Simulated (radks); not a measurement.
Values are calculated unless marked as measured or tabulated.
Is I- bound? Neutral atom [Kr] 4d10 5s2 5p5, anion [Xe]. Scalar-relativistic spherical Kohn-Sham, a radial shooting solver on a logarithmic mesh with Libxc functionals; with spin, open shells are filled with parallel spins first. "No" means that the self-consistent cycle ended without a solution in which all occupied levels of the anion are bound.

method                  e(HOMO) neutral (eV)  anion bound  e(HOMO) anion (eV)  EA, Delta-SCF (eV)  <r> HOMO anion (bohr)
r2SCAN, spin-polarised        5p down -6.931          yes        5p up -0.286               3.502                   2.68
PBE, spin-polarised           5p down -6.748          yes        5p up -0.074               3.289                   2.71

A bound anion was found by 2 of 2 methods. Tabulated electron affinity: 3.059 eV (CRC Handbook (2014) and Andersen, Phys. Rep. 394, 157 (2004), with later updates, as tabulated in mendeleev).
